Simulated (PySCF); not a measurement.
CaCl, charge +1. Atoms are numbered in the order given.

```xyz
2

Ca     0.0000     0.0000    -1.0649
Cl     0.0000     0.0000     1.2528
```
Charge +1, spin multiplicity 1.

Geometry optimised at PBE0-D3(BJ)/def2-TZVPD. The spin state was assumed, not searched.

Calculation: PySCF with PBE0-D3(BJ)/def2-TZVPD.

Frequencies are harmonic and unscaled.

```csv
mode,ν (cm⁻¹),IR (km/mol),Raman (Å⁴/amu),depolarisation,moving atoms (share of kinetic energy)
1,454,108.1,13.1,0.06,"Cl 53 %, Ca 47 %"
```
